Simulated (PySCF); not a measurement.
# $^{19}$F chemical shifts

PySCF 2.14.0 with density-fitted response routines calculation with geometry from GFN2-xTB and shieldings: GIAO PBE0/pcSseg-1; rapidly exchanging positions averaged, no solvent model, relativity neglected, a single conformation.

Shieldings were converted by a linear fit to measured shifts: $^{19}$F: δ = 146.13 − 0.903σ +14.6 on sp3 carbon (rms 6.0 ppm, 223 shifts, 7.0 ppm with the 5 outliers that the fit left out vs CFCl3, solution or neat liquid). A few per cent of atoms miss by over 2 rms, more outside the fitted compound classes.

Q: Give the $^{19}$F shifts of `C=C(CC(F)(F)F)S[SiH3]`, `O[SiH2]CC(F)(F)F`, `C[C@@H](N[SiH2][SiH2][SiH3])C(F)F`, `C[Si@H](O)C(F)(F)F`.

A: 
```tsv
compound	environment	δ (ppm)
C=C(CC(F)(F)F)S[SiH3]	fluorine of a CF3 group (×3)	-68.5
O[SiH2]CC(F)(F)F	fluorine of a CF3 group (×3)	-57.7
[CH3:1][C@@H:2]([NH:3][SiH2:4][SiH2:5][SiH3:6])[CH:7]([F:8])[F:9]	F8: fluorine of a CF2 group	-119.7
[CH3:1][C@@H:2]([NH:3][SiH2:4][SiH2:5][SiH3:6])[CH:7]([F:8])[F:9]	F9: fluorine of a CF2 group	-123.0
C[Si@H](O)C(F)(F)F	fluorine of a CF3 group (×3)	-68.8
```
